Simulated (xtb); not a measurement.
I₄Zr, triplet, from a rough starting geometry (GFN-xTB shapes and energies of metal compounds can be far from the true ones) (the multiplicity is a formal guess); GFN2-xTB in xtb.

xtb was given this input:
```
$ xtb mol.xyz --gfn 2 --uhf 2 --opt vtight --json

# file mol.xyz
5

Zr    -0.03988994    -0.01927779    -0.03260655
I      2.17701678    -0.66818569    -1.57769986
I      0.89768639     0.40320308     2.57954588
I     -1.18682582     2.33554981    -0.94916201
I     -1.81836953    -2.09565773    -0.08440028
```

**Question.** What does xtb print? Leave out banner, timings and long lists.

**Answer.** 
```
   ID    Z sym.   atoms
    1   40 Zr     1
    2   53 I      2-5

           -------------------------------------------------
          |                Calculation Setup                |
           -------------------------------------------------

           -------------------------------------------------
          |                 G F N 2 - x T B                 |
           -------------------------------------------------

          ...................................................
          :                      SETUP                      :
          :.................................................:
          :  # basis functions                  50          :
          :  # atomic orbitals                  45          :
          :  # shells                           15          :
          :  # electrons                        32          :
          :  max. iterations                   250          :
          :  Hamiltonian                  GFN2-xTB          :
          :  restarted?                      false          :
          :  GBSA solvation                  false          :
          :  PC potential                    false          :
          :  electronic temp.          300.0000000     K    :
          :  accuracy                    1.0000000          :
          :  -> integral cutoff          0.2500000E+02      :
          :  -> integral neglect         0.1000000E-07      :
          :  -> SCF convergence          0.1000000E-05 Eh   :
          :  -> wf. convergence          0.1000000E-03 e    :
          :  Broyden damping             0.4000000          :
          :  net charge                          0          :
          :  unpaired electrons                  2          :
          ...................................................

 iter      E             dE          RMSdq      gap      omega  full diag
   1    -16.2733091 -0.162733E+02  0.122E+01    0.00       0.0  T
   2    -16.9191016 -0.645793E+00  0.928E+00    0.00       1.0  T
   3    -17.0207384 -0.101637E+00  0.763E+00    0.00       1.0  T
   4    -17.0406264 -0.198880E-01  0.702E+00    0.00       1.0  T
   5    -17.0295662  0.110603E-01  0.695E+00    0.00       1.0  T
   6    -17.0673373 -0.377711E-01  0.513E+00    0.00       1.0  T
   7    -17.0592675  0.806981E-02  0.532E+00    0.00       1.0  T
   8    -17.0496870  0.958053E-02  0.486E+00    0.00       1.0  T
   9    -17.0573004 -0.761343E-02  0.398E+00    0.00       1.0  T
  10    -17.0766754 -0.193751E-01  0.297E+00    0.00       1.0  T
  11    -17.0787188 -0.204337E-02  0.293E+00    0.00       1.0  T
  12    -17.0869326 -0.821374E-02  0.203E+00    0.00       1.0  T
  13    -17.0842839  0.264867E-02  0.200E+00    0.00       1.0  T
  14    -17.0761443  0.813954E-02  0.274E+00    0.00       1.0  T
  15    -17.0800099 -0.386561E-02  0.233E+00    0.00       1.0  T
  16    -17.0850196 -0.500965E-02  0.150E+00    0.00       1.0  T
  17    -17.0882331 -0.321348E-02  0.746E-01    0.00       1.0  T
  18    -17.0890255 -0.792460E-03  0.295E-01    0.00       1.0  T
  19    -17.0890814 -0.558193E-04  0.191E-01    0.00       1.0  T
  20    -17.0889289  0.152464E-03  0.314E-01    0.00       1.0  T
  21    -17.0889973 -0.683785E-04  0.236E-01    0.00       1.0  T
  22    -17.0890748 -0.774947E-04  0.104E-01    0.00       1.0  T
  23    -17.0890829 -0.817747E-05  0.587E-02    0.00       1.0  T
  24    -17.0890872 -0.427476E-05  0.253E-02    0.00       1.8  T
  25    -17.0890877 -0.475856E-06  0.167E-02    0.00       2.7  T
  26    -17.0890876  0.103839E-06  0.173E-02    0.00       2.6  T
  27    -17.0890879 -0.281055E-06  0.121E-02    0.00       3.7  T
  28    -17.0890880 -0.146279E-06  0.746E-03    0.00       6.0  T
  29    -17.0890881 -0.683291E-07  0.382E-03    0.00      11.7  T
  30    -17.0890880  0.402797E-07  0.593E-03    0.00       7.5  T
  31    -17.0890881 -0.506173E-07  0.264E-03    0.00      16.9  T
  32    -17.0890881 -0.107517E-07  0.373E-04    0.00     119.8  T
[...]
 * total energy  :   -17.0278351 Eh     change        0.1011349E-01 Eh
 * total energy  :   -17.0388163 Eh     change       -0.1098122E-01 Eh
 * total energy  :   -17.0342887 Eh     change        0.4527668E-02 Eh
 * total energy  :   -17.0394520 Eh     change       -0.5163338E-02 Eh
 * total energy  :   -17.0395874 Eh     change       -0.1354088E-03 Eh
 * total energy  :   -17.0394166 Eh     change        0.1708331E-03 Eh
 * total energy  :   -17.0396451 Eh     change       -0.2285322E-03 Eh
 * total energy  :   -17.0396480 Eh     change       -0.2874979E-05 Eh
 * total energy  :   -17.0396557 Eh     change       -0.7664142E-05 Eh
 * total energy  :   -17.0396563 Eh     change       -0.6479137E-06 Eh
 * total energy  :   -17.0396566 Eh     change       -0.3359186E-06 Eh
 * total energy  :   -17.0396567 Eh     change       -0.3539849E-07 Eh
   *** GEOMETRY OPTIMIZATION CONVERGED AFTER 15 ITERATIONS ***
         :: total energy             -17.039656672944 Eh    ::
[...]
         7        2.0000           -0.4887869             -13.3006
         8        2.0000           -0.4887846             -13.3005
         9        1.9650           -0.4607480             -12.5376
        10        1.9649           -0.4607442             -12.5375
        11        1.9389           -0.4601933             -12.5225
        12        1.9389           -0.4601924             -12.5225
        13        1.9389           -0.4601922             -12.5225
        14        1.7512           -0.4586469             -12.4804
        15        1.7512           -0.4586467             -12.4804
        16        1.7511           -0.4586463             -12.4804
        17        0.4975           -0.3444389              -9.3727 (HOMO)
        18        0.4970           -0.3444371              -9.3726 (LUMO)
        19        0.0018           -0.3384572              -9.2099
        20        0.0018           -0.3384493              -9.2097
        21        0.0018           -0.3384467              -9.2096
        22                         -0.1499509              -4.0804
        23                         -0.0249598              -0.6792
        24                         -0.0249575              -0.6791
        25                         -0.0249555              -0.6791
        26                         -0.0168565              -0.4587
        27                         -0.0168510              -0.4585
        28                         -0.0168483              -0.4585
       ...                                ...                  ...
        45                          1.6822097              45.7753
      -------------------------------------------------------------
                  HL-Gap            0.0000019 Eh            0.0001 eV
             Fermi-level           -0.4010227 Eh          -10.9124 eV

     #   Z          covCN         q      C6AA      α(0)
     1  40 Zr       3.153     0.659   109.938    25.230
     2  53 I        0.789    -0.165   383.736    33.818
     3  53 I        0.789    -0.165   383.733    33.818
     4  53 I        0.789    -0.165   383.738    33.818
     5  53 I        0.789    -0.165   383.735    33.818

 Mol. C6AA /au·bohr⁶  :       7786.220710
 Mol. C8AA /au·bohr⁸  :     771782.451162
 Mol. α(0) /au        :        160.500775

Wiberg/Mayer (AO) data.
largest (>0.10) Wiberg bond orders for each atom

 ---------------------------------------------------------------------------
     #   Z sym  total        # sym  WBO       # sym  WBO       # sym  WBO
 ---------------------------------------------------------------------------
     1  40 Zr   3.279 --     2 I    0.820     5 I    0.820     4 I    0.820
                             3 I    0.820
     2  53 I    0.950 --     1 Zr   0.820
     3  53 I    0.950 --     1 Zr   0.820
     4  53 I    0.950 --     1 Zr   0.820
     5  53 I    0.950 --     1 Zr   0.820
 ---------------------------------------------------------------------------

Topologies differ in total number of bonds
Writing topology from bond orders to xtbtopo.mol

molecular dipole:
                 x           y           z       tot (Debye)
 q only:       -0.000       0.000       0.000
   full:       -0.001       0.002       0.000       0.005
molecular quadrupole (traceless):
                xx          xy          yy          xz          yz          zz
 q only:        0.002       0.001      -0.000      -0.001       0.005      -0.001
  q+dip:        0.002       0.000       0.001       0.002       0.011      -0.003
   full:        0.003      -0.000       0.002       0.002       0.014      -0.004

optimized geometry written to: xtbopt.xyz

           -------------------------------------------------
          | TOTAL ENERGY              -17.039656672944 Eh   |
          | GRADIENT NORM               0.000092310275 Eh/α |
          | HOMO-LUMO GAP               0.000050907737 eV   |
           -------------------------------------------------

normal termination of xtb
```
